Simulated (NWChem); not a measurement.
# Basis-set convergence for aminoborane (H₄BN)

SMILES: BN
```xyz
6

B      0.0000     0.0000     0.7778
N      0.0000     0.0000    -0.6119
H     -1.0551     0.0000     1.3661
H      1.0551     0.0000     1.3661
H      0.8471     0.0000    -1.1691
H     -0.8471     0.0000    -1.1691
```
Charge 0, spin multiplicity 1.

All runs are NWChem calculations. The geometry was optimised at B3LYP/def2-SVP, a minimum by its harmonic frequencies. It is one conformer; others weren't searched.

Quantity: LUMO energy at the level PBE0.

The Pople sets run with spherical d functions.

```json
[
 {"basis": "STO-3G", "functions": "14", "LUMO energy (eV)": "4.11"},
 {"basis": "6-31G*", "functions": "36", "LUMO energy (eV)": "0.86"},
 {"basis": "pcseg-1", "functions": "48", "LUMO energy (eV)": "0.39"},
 {"basis": "def2-SVP", "functions": "48", "LUMO energy (eV)": "0.54"},
 {"basis": "6-311++G**", "functions": "72", "LUMO energy (eV)": "-0.02"},
 {"basis": "aug-cc-pVDZ", "functions": "82", "LUMO energy (eV)": "-0.12"},
 {"basis": "def2-TZVPP", "functions": "118", "LUMO energy (eV)": "0.20"},
 {"basis": "aug-cc-pVTZ", "functions": "184", "LUMO energy (eV)": "-0.15"},
 {"basis": "cc-pVQZ", "functions": "230", "LUMO energy (eV)": "0.20"},
 {"basis": "def2-QZVP", "functions": "234", "LUMO energy (eV)": "0.11"}
]
```

Smallest basis within 0.2 eV of def2-QZVP, the largest set run: 6-311++G**, with 72 functions against 234 (also within reach: def2-TZVPP, cc-pVQZ). def2-QZVP isn't the basis-set limit itself, and a small set can land close by cancellation.

This LUMO lies above zero in the largest set, so its value hangs on the diffuse functions.
